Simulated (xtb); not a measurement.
Na2, charge +1, doublet, at a GFN2-xTB geometry (such geometries of metal compounds can be far from the true shape) (a state made from the parent by changing its charge; the spin is typed, not shown lowest); GFN0-xTB run with xtb.

The xtb input:
```
$ xtb mol.xyz --gfn 0 --chrg 1 --uhf 1 --ohess --json

# file mol.xyz
2

Na    -0.00000000    -0.00000000    -1.65064203
Na     0.00000000     0.00000000     1.65064203
```

The log (banner, timings and long lists left out):

```
   ID    Z sym.   atoms
    1   11 Na     1, 2

           -------------------------------------------------
          |                Calculation Setup                |
           -------------------------------------------------

           -------------------------------------------------
          |                 G F N 0 - x T B                 |
           -------------------------------------------------

          ...................................................
          :                      SETUP                      :
          :.................................................:
          :  # basis functions                   8          :
          :  # atomic orbitals                   8          :
          :  # shells                            4          :
          :  # electrons                         1          :
          :  electronic temp.          300.0000000     K    :
          :  accuracy                    1.0000000          :
          :  -> integral cutoff          0.2500000E+02      :
          :  -> integral neglect         0.1000000E-07      :
          ...................................................

         :::::::::::::::::::::::::::::::::::::::::::::::::::::
         ::                     SUMMARY                     ::
         :::::::::::::::::::::::::::::::::::::::::::::::::::::
         :: total energy               0.607257549212 Eh    ::
         :: gradient norm              0.001153246799 Eh/a0 ::
         :: HOMO-LUMO gap              6.221525254570 eV    ::
         ::.................................................::
         :: H0 energy                 -0.436102156014 Eh    ::
         :: repulsion energy           0.000055919529 Eh    ::
         :: electrostat energy         1.043349365635 Eh    ::
         :: -> Gsolv                   0.000000000000 Eh    ::
         ::    -> Gsasa                0.000000000000 Eh    ::
         ::    -> Gshift               0.000000000000 Eh    ::
         :: dispersion energy         -0.000045579938 Eh    ::
         :: short-range corr.          0.000000000000 Eh    ::
         :: add. restraining           0.000000000000 Eh    ::
         :: total charge               1.000000000000 e     ::
         :::::::::::::::::::::::::::::::::::::::::::::::::::::

      -----------------------------------------------------------
     |                   =====================                   |
     |                        A N C O P T                        |
     |                   =====================                   |
     |               Approximate Normal Coordinate               |
     |                Rational Function Optimizer                |
      -----------------------------------------------------------
      -----------------------------------------------------------
     |                   =====================                   |
     |                        A N C O P T                        |
     |                   =====================                   |
     |               Approximate Normal Coordinate               |
     |                Rational Function Optimizer                |
      -----------------------------------------------------------

          ...................................................
          :                      SETUP                      :
          :.................................................:
          :   optimization level            normal          :
          :   max. optcycles                   200          :
          :   ANC micro-cycles                  20          :
          :   degrees of freedom                 1          :
          :.................................................:
          :   RF solver                   davidson          :
          :   write xtbopt.log                true          :
          :   linear (good luck)              true          :
          :   energy convergence         0.5000000E-05 Eh   :
[...]
 * total energy  :     0.6072575 Eh     change        0.0000000E+00 Eh
 * total energy  :     0.6071970 Eh     change       -0.6050785E-04 Eh
 * total energy  :     0.6071858 Eh     change       -0.1127231E-04 Eh
 * total energy  :     0.6071858 Eh     change       -0.1849717E-07 Eh
   *** GEOMETRY OPTIMIZATION CONVERGED AFTER 4 ITERATIONS ***
[...]
          |               Frequency Printout                |
           -------------------------------------------------
 vibrational frequencies (cm⁻¹)
eigval :        0.00     0.00     0.00     0.00     0.00   105.92
 reduced masses (amu)
   1: 22.99   2: 22.99   3: 22.99   4: 22.99   5: 22.99   6: 22.99
 IR intensities (km·mol⁻¹)
   1: 21.20   2: 21.20   3: 21.20   4:  0.00   5:  0.00   6:  0.00
 Raman intensities (Ä⁴*amu⁻¹)
   1:  0.00   2:  0.00   3:  0.00   4:  0.00   5:  0.00   6:  0.00
 output can be read by thermo (or use thermo option).
 writing <g98.out> molden fake output.
 recommended (thermochemical) frequency scaling factor: 1.0
           -------------------------------------------------
          |             Thermodynamic Functions             |
           -------------------------------------------------

din symmetry found (for desy threshold:  0.10E+00) used in thermo

          ...................................................
          :                      SETUP                      :
          :.................................................:
          :  # frequencies                           1      :
          :  # imaginary freq.                       0      :
          :  linear?                              true      :
          :  only rotor calc.                    false      :
          :  symmetry                              din      :
          :  rotational number                       2      :
          :  scaling factor                  1.0000000      :
          :  rotor cutoff                   50.0000000 cm⁻¹ :
          :  imag. cutoff                  -20.0000000 cm⁻¹ :
          :.................................................:

    mode    ω/cm⁻¹     T·S(HO)/kcal·mol⁻¹    T·S(FR)/kcal·mol⁻¹   T·S(vib)
   ------------------------------------------------------------------------
       1    105.92    -0.99651 ( 95.27%)    -0.83357 (  4.73%)    -0.98880
   ------------------------------------------------------------------------

   temp. (K)  partition function   enthalpy   heat capacity  entropy
                                   cal/mol     cal/K/mol   cal/K/mol   J/K/mol
 298.15  VIB   2.50                  453.918      1.900      3.317
         ROT   728.                  592.502      1.987     15.083
         INT  0.182E+04             1046.420      3.887     18.400
         TR   0.302E+27             1481.254      4.968     37.385
         TOT                        2527.6736     8.8550    55.7846   233.4029

       T/K    H(0)-H(T)+PV         H(T)/Eh          T*S/Eh         G(T)/Eh
   ------------------------------------------------------------------------
    298.15    0.402810E-02    0.426941E-02    0.265051E-01   -0.222357E-01
   ------------------------------------------------------------------------

         :::::::::::::::::::::::::::::::::::::::::::::::::::::
         ::                  THERMODYNAMIC                  ::
         :::::::::::::::::::::::::::::::::::::::::::::::::::::
         :: total free energy           0.584950085581 Eh   ::
         ::.................................................::
         :: total energy                0.607185750553 Eh   ::
         :: zero point energy           0.000241308829 Eh   ::
         :: G(RRHO) w/o ZPVE           -0.022476973801 Eh   ::
         :: G(RRHO) contrib.           -0.022235664972 Eh   ::
         :::::::::::::::::::::::::::::::::::::::::::::::::::::

optimized geometry written to: xtbopt.xyz

           -------------------------------------------------
          | TOTAL ENERGY                0.607185750553 Eh   |
          | TOTAL ENTHALPY              0.611455163685 Eh   |
          | TOTAL FREE ENERGY           0.584950085581 Eh   |
          | GRADIENT NORM               0.000000333950 Eh/α |
          | HOMO-LUMO GAP               6.314696225663 eV   |
           -------------------------------------------------

normal termination of xtb
```
